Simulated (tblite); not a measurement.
Q: Give a GFN2-xTB geometry of `[SiH3]OC[SiH2]O[SiH]Cl` [radical]. (Doublet state.)

A: 
Z-matrix in Å and degrees, rows numbered from 1:
```
Si
O   1  1.6117
C   2  1.4034  1  130.62
Si  3  1.9034  2  113.38  1   -64.44
O   4  1.6265  3  104.37  2  -174.90
Si  5  1.6196  4  153.29  3   156.80
Cl  6  2.0121  5  108.97  4   -48.36
H   1  1.4537  2   98.83  3  -177.20
H   1  1.4670  2  111.92  3    63.12
H   1  1.4671  2  111.59  3   -57.68
H   3  1.0974  2  109.26  1    59.01
H   3  1.0961  2  106.47  1   173.89
H   4  1.4606  3  111.75  2   -56.80
H   4  1.4621  3  112.93  2    71.30
H   6  1.4537  5  107.17  4    72.10
```

Of the pairs four or more bonds apart, Si4···H9 is among the closest relative to their van der Waals radii: 3.37 Å, 102 % of the sum of Bondi's values. Si4 (silicon bonded to C, O and 2 H) is distorted tetrahedral (angles from 104.4° to 112.9°). Si1 (silicon bonded to O and 3 H) is distorted tetrahedral (angles from 98.8° to 113.4°). Si6 (silicon bonded to Cl, O and H) is pyramidal (angles 111.2°, 109.0° and 107.2°, sum 327.4°, 0.56 Å off the plane of its three neighbours).

The geometry is computed with GFN2-xTB (gas phase). This method treats the open shell by occupation alone, without spin polarisation.

Point group: C1 (no symmetry element, even within 0.4 Å). Its lowest GFN2-xTB frequency is 2 cm⁻¹, too small to tell a flat minimum from a shallow saddle. Torsions: Si1–O2–C3–Si4 -64°, O2–C3–Si4–O5 -175°, C3–Si4–O5–Si6 157°, Si4–O5–Si6–Cl7 -48°. 3 starts were optimised and ended at 0.00, 0.30 and 0.61 kcal/mol (GFN2-xTB); the lowest of these is shown.

The run took 1.2 s wall on one thread of an Arm Neoverse V2, on a shared host. That covers the optimisation of the geometry.

One conformer stands for the species.
